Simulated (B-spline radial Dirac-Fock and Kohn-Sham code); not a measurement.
ΔSCF core binding energies without Breit or QED terms, calculated with a B-spline atomic structure program.

A sound run for atomic bismuth in the configuration [Xe] 4f14 5d10 6s2 6p3: The ground state converged in 10 iterations, with total energy -21565.66964 Ha, virial ratio 1.85649 and highest orbital energy -7.11 eV. ΔSCF binding energies: K (1s) 91044.6 eV, L3 (2p3/2) 13467.2 eV, M5 (3d5/2) 2592.3 eV.

A second run, with one unsound setting: The ground state converged in 9 iterations, with total energy -21149.50091 Ha, virial ratio 1.80001 and highest orbital energy 1351.33 eV. ΔSCF binding energies: K (1s) 90395.8 eV, L3 (2p3/2) 12866.9 eV, M5 (3d5/2) 2059.6 eV.

```
iter   energy (Ha)        error
   1   -21128.83325350  2.53e+00
   2   -21144.67411535  8.51e-01
   3   -21149.20804651  2.08e-01
   4   -21149.48346934  4.90e-02
   5   -21149.49636192  2.69e-02
   6   -21149.50090808  2.12e-04
   7   -21149.50090833  3.56e-06
   8   -21149.50090833  1.22e-06
   9   -21149.50090833  4.03e-08
```

Problem. Which fault fits the second run best?
A. overfilled shell
B. functional not served
C. box too small
D. speed of light below Z

Solution. C. The input had rmax = 1.0: rmax squeezes the outer orbitals.
